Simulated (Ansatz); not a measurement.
**Match the barriers**

Saddle point of CH$_{9}$NSn, singlet (CH₇NSn ([CH3][NH][SnH3]) + H₂ → CH₅N ([CH3][NH2]) + SnH₄; bonds formed: Sn1–H8, N2–H7; bonds broken: Sn1–N2, H7–H8), PBE0-D4/def2-TZVP structure:

Sn1  (-0.574, 1.177, 0.863)
N2  (0.167, -0.742, 0.155)
C3  (0.159, -0.984, -1.282)
H4  (-2.209, 0.852, 0.372)
H5  (-0.050, 2.494, -0.077)
H6  (-0.600, 1.352, 2.554)
H7  (1.180, -0.194, 0.639)
H8  (1.614, 0.698, 1.100)
H9  (-0.194, -1.540, 0.672)
H10  (0.640, -1.934, -1.526)
H11  (-0.854, -0.993, -1.698)
H12  (0.722, -0.186, -1.774)
(Å)

Computed with Ansatz 0.2.0 (basis: def2-TZVPP, with def2-QZVPP for the basis limit); correlated methods freeze the cores. Filled d shells of the heavier atoms are correlated. Core potentials replace the inner electrons of the atoms past krypton. The def2 sets are not built for correlating such inner shells, so the correlated values are less sure here. Extrapolation: Hartree–Fock as exp(−7.88 √X), correlation as X^−2.97. Four methods, as single points on the PBE0-D4 structures, gave these electronic barriers from the start structure: 110.4, 120.9, 146.2, 182.2 kJ/mol.

Q: The methods were, in alphabetical order, BHLYP-D4, HF, PBE-D4, r2SCAN-D4. Which gave which? (A judgement: the text doesn't fix the answer.)

A: Computed: PBE-D4 110.4; r2SCAN-D4 120.9; BHLYP-D4 146.2; HF 182.2 kJ/mol. For comparison, CCSD(T) at an estimated basis limit (MP2 extrapolated from triple and quadruple zeta, plus CCSD(T) − MP2 in triple zeta) gives 141.5 kJ/mol.

The T1 diagnostic stays at or below 0.014.

Labels in which every atom is bracketed show which atoms are joined, not bond orders.

For scale, one of the runs: CCSD(T)/def2-TZVPP, 238 basis functions, launched by `ansatz run in.yaml --threads 4 --pin off --events-out ev --progress --plain --max-ram 9574MiB`. Time: 2.5 min of wall clock on 4 CPU threads of an Arm Neoverse V1; the host was shared. Peak host memory: 5 GiB.
